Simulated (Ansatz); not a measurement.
A ladder of methods for TiH4O4 (SMILES O[Ti](O)(O)O)

TiH4O4 has 9 atoms, charge 0, and is taken as a singlet. SMILES: `O[Ti](O)(O)O`. The shape is that of a PBE0-D4/def2-TZVP optimisation. This is one conformer, not always the lowest.

```jsonl
{"atom": "O", "x (Å)": "-0.1253", "y (Å)": "1.2684", "z (Å)": "-1.2727"}
{"atom": "Ti", "x (Å)": "0.0001", "y (Å)": "0.0001", "z (Å)": "-0.0001"}
{"atom": "O", "x (Å)": "1.6517", "y (Å)": "-0.7153", "z (Å)": "-0.0661"}
{"atom": "O", "x (Å)": "-1.2356", "y (Å)": "-1.2792", "z (Å)": "-0.2838"}
{"atom": "O", "x (Å)": "-0.2905", "y (Å)": "0.7263", "z (Å)": "1.6223"}
{"atom": "H", "x (Å)": "-0.8135", "y (Å)": "1.4140", "z (Å)": "-1.9229"}
{"atom": "H", "x (Å)": "2.2710", "y (Å)": "-0.8860", "z (Å)": "0.6445"}
{"atom": "H", "x (Å)": "-1.1231", "y (Å)": "-2.1763", "z (Å)": "-0.6006"}
{"atom": "H", "x (Å)": "-0.3348", "y (Å)": "1.6480", "z (Å)": "1.8794"}
```

Quantity: the energy change with the O1–Ti2 bond stretched from 1.801 to 2.702 Å, in eV. The values are calculated.

```csv
level,kind,program,value (eV),less CCSD(T)/def2-SVP,CPU time (all runs)
HF/def2-SVP (restricted),Hartree–Fock,Ansatz,3.77,+0.49,14 s
SVWN5/def2-SVP (restricted),LDA,Ansatz,3.33,+0.05,18 s
revPBE/def2-SVP (restricted),GGA,Ansatz,2.75,-0.53,28 s
r2SCAN/def2-SVP (restricted),meta-GGA,Ansatz,3.15,-0.13,47 s
BHLYP/def2-SVP (restricted),global hybrid,Ansatz,3.60,+0.32,43 s
CAM-B3LYP/def2-SVP (restricted),range-separated hybrid,Ansatz,3.48,+0.20,37 s
CCSD(T)/def2-SVP (restricted),coupled cluster or CI,Ansatz,3.28,0.00,2.8 min
CCSD/def2-SVP (restricted),coupled cluster or CI,Ansatz,3.52,+0.24,2.1 min
```

Differences are taken from CCSD(T)/def2-SVP (restricted) for orientation; it has basis-set and higher-order errors of its own. The first shape isn't each level's own minimum. The values span 2.75 to 3.77 eV. Times are those of the runs behind each value, whatever else they computed, on shared processors of several kinds: orders of magnitude only.
